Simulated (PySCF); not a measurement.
Spectra and structures to be paired. Method used: PySCF, TDDFT CAM-B3LYP/def2-SVPD, vertical, gas phase, core orbitals frozen in the response. Geometries: GFN2-xTB; one conformer of each isolated species. Triplets are in the Tamm–Dancoff approximation.

A. `O=CN[C@]1([SiH3])C[SiH2]1`
B. `C[Si@@H](P)[Si@@H](O)O[SiH3]`
C. `C(CSSC)#CC`
D. `[SiH2](COC)[SiH2]C#N`
E. `PP1(=S)C=CC=C1`

Lowest singlet levels (six at most, fewer where fewer were computed) with oscillator strengths:

1. 180 nm (f 0.008); 177 nm (f 0.022); 171 nm (f 0.009); 171 nm (f 0.019); 169 nm (f 0.014); 167 nm (f 0.047); T1 5.93 eV
2. 362 nm (f 0.000); 347 nm (f 0.011); 276 nm (f 0.025); 241 nm (f 0.001); 236 nm (f 0.068); 217 nm (f 0.093); T1 2.53 eV
3. 250 nm (f 0.005); 242 nm (f 0.008); 216 nm (f 0.025); 204 nm (f 0.045); 202 nm (f 0.000); 199 nm (f 0.009); T1 4.34 eV
4. 209 nm (f 0.007); 205 nm (f 0.113); 190 nm (f 0.009); 187 nm (f 0.026); 177 nm (f 0.107); 175 nm (f 0.223); T1 5.22 eV
5. 222 nm (f 0.216); 218 nm (f 0.031); 210 nm (f 0.010); 205 nm (f 0.029); 192 nm (f 0.047); 189 nm (f 0.024); T1 4.39 eV

**Question.** Which spectrum belongs to which structure?

**Answer.** 1 = D, 2 = E, 3 = C, 4 = B, 5 = A.
- A: S1 at 5.59 eV, HOMO→LUMO (85%); Löwdin shares by element: HOMO carbon 35% or more, silicon 21% or more, nitrogen 16% (atoms not listed hold the other 28%); LUMO silicon 34% or more, hydrogen 20% or more, carbon 9% or more (atoms not listed hold the other 37%); HOMO -7.79 and LUMO 0.63 eV.
- B: S1 at 5.93 eV, HOMO→LUMO+1 (58%), HOMO→LUMO (28%); Löwdin shares by element: HOMO phosphorus 50%, silicon 26% or more, oxygen 5% or more (atoms not listed hold the other 19%); LUMO silicon 35% or more, oxygen 24% (atoms not listed hold the other 42%); HOMO -8.27 and LUMO 0.48 eV.
- C: S1 at 4.96 eV, HOMO→LUMO (82%); Löwdin shares by element: HOMO sulfur 63%, carbon 17% or more (atoms not listed hold the other 20%); LUMO sulfur 83%, carbon 4% or more; HOMO -7.95 and LUMO 0.60 eV.
- D: S1 at 6.90 eV, HOMO→LUMO (53%), HOMO-1→LUMO (18%); Löwdin shares by element: HOMO oxygen 58%, carbon 20% or more, hydrogen 5% or more (atoms not listed hold the other 17%); LUMO silicon 48%, carbon 14% or more, nitrogen 12% (atoms not listed hold the other 26%); HOMO -9.41 and LUMO 0.39 eV.
- E: S1 at 3.43 eV, HOMO-1→LUMO (97%); Löwdin shares by element: HOMO sulfur 71%, phosphorus 23%; LUMO carbon 68% (atoms not listed hold the other 32%); HOMO -7.73 and LUMO -1.28 eV.
